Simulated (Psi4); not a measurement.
C₃H₁₃NSi₂ (SMILES C[SiH2]CC[SiH2]N), singlet, geometry from GFN2-xTB; PBE0/def2-TZVPP (Psi4).

Psi4 was given this input:
```
memory 2 GB

molecule mol {
0 1
Si    2.221132    0.620549    0.074032
C     3.729205   -0.475345   -0.279469
C     0.619724   -0.383818   -0.139479
C    -0.637020    0.440975    0.145155
Si   -2.245144   -0.565403   -0.067045
N    -3.717911    0.278261    0.250617
H     2.298529    1.135890    1.449792
H     2.212698    1.762598   -0.853266
H     3.707879   -0.868912   -1.291480
H     3.775620   -1.321000    0.400400
H     4.650370    0.087262   -0.165934
H     0.629346   -1.252062    0.523042
H     0.558131   -0.781661   -1.154758
H    -0.645031    1.310306   -0.517159
H    -0.573095    0.840878    1.160280
H    -2.358033   -1.005377   -1.459934
H    -2.242521   -1.682975    0.880337
H    -4.000273    1.012242   -0.378296
H    -3.923536    0.552075    1.197590
}

set {
  basis def2-tzvpp
  reference rks
}

energy('pbe0')
print_variables()
```

What the program printed (banner, timings and long lists left out):

```
   => Loading Basis Set <=

    Name: DEF2-TZVPP
    Role: ORBITAL
    Keyword: BASIS

         ---------------------------------------------------------
                                   SCF
               by Justin Turney, Rob Parrish, Andy Simmonett
                          and Daniel G. A. Smith
                              RKS Reference
         ---------------------------------------------------------

  ==> Geometry <==

    Molecular point group: c1
    Full point group: C1

    Geometry (in Angstrom), charge = 0, multiplicity = 1:

       Center              X                  Y                   Z               Mass
    ------------   -----------------  -----------------  -----------------  -----------------
         SI           2.255308162005     0.618796217268     0.072282083241    27.976926534650
         C            3.763381162005    -0.477097782732    -0.281218916759    12.000000000000
         C            0.653900162005    -0.385570782732    -0.141228916759    12.000000000000
         C           -0.602843837995     0.439222217268     0.143405083241    12.000000000000
         SI          -2.210967837995    -0.567155782732    -0.068794916759    27.976926534650
         N           -3.683734837995     0.276508217268     0.248867083241    14.003074004430
         H            2.332705162005     1.134137217268     1.448042083241     1.007825032230
         H            2.246874162005     1.760845217268    -0.855015916759     1.007825032230
         H            3.742055162005    -0.870664782732    -1.293229916759     1.007825032230
         H            3.809796162005    -1.322752782732     0.398650083241     1.007825032230
         H            4.684546162005     0.085509217268    -0.167683916759     1.007825032230
         H            0.663522162005    -1.253814782732     0.521292083241     1.007825032230
         H            0.592307162005    -0.783413782732    -1.156507916759     1.007825032230
         H           -0.610854837995     1.308553217268    -0.518908916759     1.007825032230
         H           -0.538918837995     0.839125217268     1.158530083241     1.007825032230
         H           -2.323856837995    -1.007129782732    -1.461683916759     1.007825032230
         H           -2.208344837995    -1.684727782732     0.878587083241     1.007825032230
         H           -3.966096837995     1.010489217268    -0.380045916759     1.007825032230
[...]
   @DF-RKS iter   4:  -755.54501343716902   -7.75126e-03   1.85290e-04 DIIS/ADIIS
   @DF-RKS iter   5:  -755.54726811822127   -2.25468e-03   4.67072e-05 DIIS
   @DF-RKS iter   6:  -755.54740809662269   -1.39978e-04   9.53480e-06 DIIS
   @DF-RKS iter   7:  -755.54741337758821   -5.28097e-06   4.11637e-06 DIIS
   @DF-RKS iter   8:  -755.54741463394271   -1.25635e-06   7.38046e-07 DIIS
   @DF-RKS iter   9:  -755.54741467793440   -4.39917e-08   1.00900e-07 DIIS
  Energy and wave function converged.

  ==> Post-Iterations <==

   Electrons on quadrature grid:
      Ntotal   =   66.0001546543 ; deviation = 1.547e-04

    Orbital Energies [Eh]
    ---------------------

    Doubly Occupied:

[...]
    Virtual:

[...]
    Final Occupation by Irrep:
              A
    DOCC [    33 ]
    NA   [    33 ]
    NB   [    33 ]

  @DF-RKS Final Energy:  -755.54741467793440

   => Energetics <=

    Nuclear Repulsion Energy =            354.3978044990813032
    One-Electron Energy =               -1744.8202034749951963
    Two-Electron Energy =                 687.5381591344922754
    DFT Exchange-Correlation Energy =     -52.6631748365127876
    Empirical Dispersion Energy =           0.0000000000000000
    VV10 Nonlocal Energy =                  0.0000000000000000
    Total Energy =                       -755.5474146779343982

Computation Completed

Properties will be evaluated at   0.000000,   0.000000,   0.000000 [a0]

Properties computed using the SCF density matrix

 Multipole Moments:

 ------------------------------------------------------------------------------------
     Multipole            Electronic (a.u.)      Nuclear  (a.u.)        Total (a.u.)
 ------------------------------------------------------------------------------------

 L = 1.  Multiply by 2.5417464519 to convert [e a0] to [Debye]
 Dipole X            :         -4.1868059            4.2625035            0.0756976
 Dipole Y            :          0.5235608           -0.2185972            0.3049636
 Dipole Z            :          0.3076164           -0.2182662            0.0893502
 Magnitude           :                                                    0.3266747

 ------------------------------------------------------------------------------------

  Variable Map:
  ----------------------------------------------------------------------------
[...]
  Array Variable Map:
  ----------------------------------------------------------------------------
[...]
[...]
```
